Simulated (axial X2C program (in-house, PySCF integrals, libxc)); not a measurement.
# SbB⁺ along the bond: HF, 2c

Calculated with an in-house relativistic program for diatomic molecules. Two-component (2c) means X2C with spin–orbit coupling and atomic mean-field two-electron Coulomb and Gaunt terms. Basis: Sb dyall-cv3z [11s12p8d4f1g], B dyall-v3z [7s6p2d1f] (cores contracted in-house); Gaussian nuclei, density fitting, unrestricted open shells. Masses: Sb 120.904 u, B 11.009 u.

State: Ω = 3/2 (⟨Sz⟩ = 1.49, ⟨Lz⟩ = 0.01 at HF). Dipoles are positive if B is the positive end and refer to the centre of mass.

Results along the bond:

```csv
R (Å),μ (D),HOMO (eV),LUMO (eV)
1.902,1.925,-16.42,-6.87
1.989,2.268,-16.03,-6.69
2.055,2.547,-15.77,-6.56
2.120,2.832,-15.55,-6.44
2.186,3.108,-15.36,-6.32
2.263,3.400,-15.18,-6.21
2.339,3.656,-15.04,-6.10
2.437,3.947,-14.90,-5.97
2.558,4.276,-14.77,-5.82
2.732,4.752,-14.61,-5.74
```

Occupations by symmetry block were frozen at the best pattern of an incomplete PBE0 search. Other states lie close and PBE0, whose exact exchange favours high spin, may order them wrongly; the determinant shown need not be the ground state. The nearest other 2c determinant of the search, Ω = 1/2, lies 0.34 eV up at the distance of the search. With several unpaired electrons one determinant need not be a pure state. This is the top spin component of a Σ state; components of lower Ω are not single determinants and can lie lower.
